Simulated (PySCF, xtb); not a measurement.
C6H10, SMILES C1(C[C@@H](C=1)C)C.

GFN2-xTB run with xtb 6.7.1 at its own geometry gives an orbital gap of 5.04 eV and a dipole moment of 0.47 D.

Geometry optimised at PBE0-D3(BJ)/def2-SVP.

Q: What does PBE/def2-TZVP (PySCF) give? (Estimate from the structure and the level; the computed values follow.)

A: gap 5.24 eV (levels -5.66 and -0.42 eV), dipole 0.37 D.
